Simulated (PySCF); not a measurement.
Mo(OH)3 (H3MoO3), SMILES [OH][Mo]([OH])[OH] (connectivity only; charge and spin as stated), neutral, multiplicity 4.

Coordinates come from a B3LYP-D3(BJ)/def2-SVP optimisation. The multiplicity is an assumed one; other spin states were not compared. The def2 effective core potentials stand for the cores of Mo; spin–orbit coupling is left out. One conformer was computed; it need not be the lowest.

Two levels are set side by side: PBE/def2-TZVPD (PySCF) and B3LYP/def2-TZVPD (PySCF). Same geometry, gas phase. Differences are taken from unrounded values.

```
quantity                     B3LYP
---------------------------  -----
α-spin orbital gap (eV)       4.95
β-spin orbital gap (eV)       6.27
dipole moment (D)             1.10
mean polarisability (bohr³)   56.7
```

Q: What does PBE give, and how far is it from B3LYP? (Estimate from the structure and the level; the computed values follow.)

A: 
```tsv
quantity	PBE	PBE minus B3LYP
α-spin orbital gap (eV)	2.90	-2.05
β-spin orbital gap (eV)	4.44	-1.82
dipole moment (D)	1.05	-0.05
mean polarisability (bohr³)	61.2	4.5
```

Loosely held outer electrons make PBE densities more polarisable. Differences between two approximate levels are no errors against the true value.

Rough cost on one machine, each run with all the roots and properties that it gave: B3LYP against PBE within a factor of 2.
